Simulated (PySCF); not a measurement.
C₂H₆Be, charge +1, doublet, geometry from GFN2-xTB (such geometries of metal compounds can be far from the true shape) (a state made from the parent by changing its charge; the spin is typed, not shown lowest), atoms displaced at random by about 0.03 Å a coordinate; B3LYP/STO-3G, gradient (PySCF).

Input for PySCF:
```python
from pyscf import gto, scf, dft

mol = gto.Mole()
mol.atom = '''
    Be   -0.007788    0.010747   -0.009713
    C     1.338553    0.217841   -1.066994
    H     1.945033   -0.774837   -0.998376
    H     1.882526    1.065365   -0.889326
    H     0.977835    0.224892   -2.087873
    C    -1.323923   -0.169001    1.037831
    H    -1.829196   -1.142813    0.880231
    H    -2.003496    0.634440    0.956297
    H    -1.019184   -0.140959    2.115147
'''
mol.basis = 'sto-3g'
mol.charge = 1
mol.spin = 1
mol.verbose = 3
mol.build()

mf = dft.UKS(mol)
mf.xc = 'b3lyp'
mf.conv_tol = 1e-4
mf.kernel()
g = mf.nuc_grad_method()
grad = g.kernel()
```

### Question
Write the output that PySCF gives for this input, abridged.

### Answer

```
converged SCF energy = -93.0841638335583  <S^2> = 0.75573162  2S+1 = 2.0057234
--------------- UKS gradients ---------------
         x                y                z
0 Be    -0.0037260321     0.0025281095     0.0003854463
1 C    -0.0061157022     0.0977042646     0.0291393620
2 H     0.0164702952    -0.0270626632    -0.0134085016
3 H    -0.0418045660    -0.0676061522    -0.0251928290
4 H     0.0204600166    -0.0057517257     0.0196167493
5 C     0.0034038520     0.0323879209    -0.0494242289
6 H    -0.0032022827     0.0036551029     0.0119333130
7 H     0.0288834659    -0.0377460624     0.0185444414
8 H    -0.0143710217     0.0018845826     0.0084041090
----------------------------------------------
```
